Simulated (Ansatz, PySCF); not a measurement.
Noncovalent pair: HCl (SMILES Cl) (first 2 atoms) with C2H4 (SMILES C=C); geometry from B3LYP-D3(BJ)/def2-TZVP, rigid monomers moved along the line of their centres of mass till H2···C3 is 2.76 Å.
(charge 0, multiplicity 1):
```xyz
8

Cl     0.30879    -0.48084     0.00354
H      0.19250    -0.28752     1.27726
C     -0.62651     0.41732     3.81464
C      0.52995    -0.20254     4.01556
H     -1.56690    -0.12036     3.80851
H     -0.67806     1.48714     3.65241
H      1.46997     0.33573     4.02549
H      0.58118    -1.27174     4.18178
```

Interaction energies are E(AB) − E(A) − E(B) at the monomers' geometry in the complex; basis-set methods are counterpoise corrected. Rows marked so take none.

Cores are frozen in the correlated methods. Rows in 3-21G, 6-31G* carry no dispersion term and start afresh at each structure (6-31G* with six Cartesian d functions).

Run with Ansatz (an electronic-structure program); PySCF for 3-21G rows, 6-31G* rows, the dispersion terms. Each number belongs to the level named beside it.

```json
[
 {"level": "HF/6-31G* (no counterpoise)", "interaction energy (kJ/mol)": "-10.4"},
 {"level": "HF/aug-cc-pV(D+d)Z", "interaction energy (kJ/mol)": "-6.1"},
 {"level": "PBE/def2-TZVPPD", "interaction energy (kJ/mol)": "-10.7"},
 {"level": "BP86/6-31G* (no counterpoise)", "interaction energy (kJ/mol)": "-12.4"},
 {"level": "B3LYP/3-21G (no counterpoise)", "interaction energy (kJ/mol)": "-15.9"},
 {"level": "B3LYP-D4/def2-TZVPPD", "interaction energy (kJ/mol)": "-12.1"},
 {"level": "PBE0/def2-TZVPPD", "interaction energy (kJ/mol)": "-10.4"},
 {"level": "PBE0-D4/def2-TZVPPD", "interaction energy (kJ/mol)": "___"},
 {"level": "MP2/aug-cc-pV(D+d)Z", "interaction energy (kJ/mol)": "___"}
]
```

**Question.** Some entries are withheld; supply them.

**Answer.** 
- PBE0-D4/def2-TZVPPD, interaction energy (kJ/mol): -13.1
- MP2/aug-cc-pV(D+d)Z, interaction energy (kJ/mol): -11.3
